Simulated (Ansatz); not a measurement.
Ansatz (a program for electronic structure) input (CCSD(T)/cc-pV(Q+d)Z):
A basis named .json is the Basis Set Exchange file of that set.

Ansatz 0.2 input:
```yaml
crystal:
  periodic: [false, false, false]
  atoms:
    - {symbol: C, position_ang: [-1.85811422, 1.48131238, 0.15701618]}
    - {symbol: Si, position_ang: [-0.77277819, 0.36046751, 1.12291437]}
    - {symbol: C, position_ang: [-1.44249834, -1.39205916, 1.20238597]}
    - {symbol: Si, position_ang: [1.32217956, 0.29307345, 0.04822735]}
    - {symbol: Cl, position_ang: [1.02947484, -0.59629100, -1.81697584]}
    - {symbol: H, position_ang: [-2.40069087, 1.14453359, -0.71948312]}
    - {symbol: H, position_ang: [-1.92698504, 2.54547865, 0.35103357]}
    - {symbol: H, position_ang: [-0.55290114, 0.91590765, 2.48501412]}
    - {symbol: H, position_ang: [-1.54643037, -1.80254822, 0.19642811]}
    - {symbol: H, position_ang: [-0.76917130, -2.04195308, 1.76402882]}
    - {symbol: H, position_ang: [-2.42103056, -1.41253475, 1.68503127]}
    - {symbol: H, position_ang: [1.90244139, 1.63454638, -0.19060030]}
    - {symbol: H, position_ang: [2.32575194, -0.53157628, 0.76473999]}
basis:
  gaussian:
    orbitals: cc-pV_Q+d_Z.json
magnetization: {spin_polarized: true, initial_magnetization: 1}
correlation: {method: ccsd_t, electrons: outside_noble_gas}
```

End of the output:

```
integrals: 25.90 GiB planned
3190 factors; integrals over basis functions are off by at most 1.3e-3 eV
6.63 GiB of device memory are held for the factors and their scratch space
mean field: 6.07 GiB planned
mean field evaluation 1: about -30414.1357 eV, gradient 2.5e1 eV
mean field evaluation 2: about -30414.1374 eV, gradient 2.5e1 eV
mean field evaluation 4: about -30418.9265 eV, gradient 3.3e0 eV
mean field evaluation 8: about -30419.1337 eV, gradient 2.5e-1 eV
mean field evaluation 16: about -30419.1051 eV, gradient 1.0e0 eV
mean field evaluation 32: about -30413.8443 eV, gradient 3.1e-1 eV
mean field -30419.13563032 eV, -1117.8826155837 hartree, gradient 3.5e-6 eV, S^2 0.762701; 0 other end points of the search recorded, 0 dependent functions left out
17 core orbitals not correlated
reference -30419.13563032 eV, -1117.8826155837 hartree; 16, 15 occupied and 509, 510 virtual orbitals, 3190 factors
second order -22.13691279 eV of doubles, -0.00000000 eV of singles
coupled cluster: 62.56 GiB planned
cycle   1  -23.35286012 eV  change    -1.2e0 eV  update   9.7e-2
cycle   2  -23.94049672 eV  change   -5.9e-1 eV  update   3.0e-2
cycle   3  -24.02659638 eV  change   -8.6e-2 eV  update   1.4e-2
cycle   4  -24.01901147 eV  change    7.6e-3 eV  update   5.5e-3
cycle   5  -24.01881753 eV  change    1.9e-4 eV  update   3.2e-3
cycle   6  -24.01969819 eV  change   -8.8e-4 eV  update   1.4e-3
cycle   7  -24.01975803 eV  change   -6.0e-5 eV  update   6.3e-4
cycle   8  -24.02004763 eV  change   -2.9e-4 eV  update   2.4e-4
cycle   9  -24.02008149 eV  change   -3.4e-5 eV  update   8.9e-5
cycle  10  -24.01999909 eV  change    8.2e-5 eV  update   4.0e-5
cycle  11  -24.02001067 eV  change   -1.2e-5 eV  update   2.3e-5
perturbative correction -1.00505788 eV, -0.0369351959 hartree
Total energy: -30444.16069887 eV, -1118.8022698903 hartree
```

It need not be the lowest isomer of its formula.
